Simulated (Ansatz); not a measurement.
Program: Ansatz 0.2.0.

A structure relaxed at PBE0-D4/def2-TZVP, charge 0, multiplicity 2:

```xyz
7

N     0.670   -0.112   -0.865
Si    0.217    0.246    0.749
O    -0.879   -0.854    1.266
Cl   -0.558    2.166    0.664
H     1.097    0.611   -1.424
H     1.071   -1.016   -1.068
H    -1.618   -1.041    0.678
```

Q: Give its formula and SMILES.

A: ClH3NOSi, `N[Si](O)Cl`.

Q: Summarise the bond lengths by kind.

A: 1 × N–Si 1.715 Å; 2 × H–N 1.009 Å; 1 × O–Si 1.637 Å; 1 × Cl–Si 2.072 Å; 1 × H–O 0.962 Å.
